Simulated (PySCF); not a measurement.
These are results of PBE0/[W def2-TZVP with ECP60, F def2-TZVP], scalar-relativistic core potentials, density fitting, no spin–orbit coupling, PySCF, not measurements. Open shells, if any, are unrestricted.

Q: What spin state, shape and geometry does isolated WF3 take (every ligand bound to W)?

A: Formally W is in oxidation state +3, d3, with 3 unpaired electrons (the high-spin count). The Mulliken spin on W is 2.97. The polar-tensor charge on W, 1.81, is below the formal one. The lowest minimum found is a quartet of D3h symmetry with W–F 1.866 Å (×3); F–W–F 120.0° (×3). Its harmonic wavenumbers are 151 (a2''), 160 (e'), 689 (e'), 694 (a1') cm⁻¹ and its dipole moment is 0.00 D.

Other isomers or separated fragments may lie lower. Open d and f shells are described by one determinant, and the ground state may have another occupation or spin. With an element this heavy the missing spin–orbit coupling can shift these numbers.
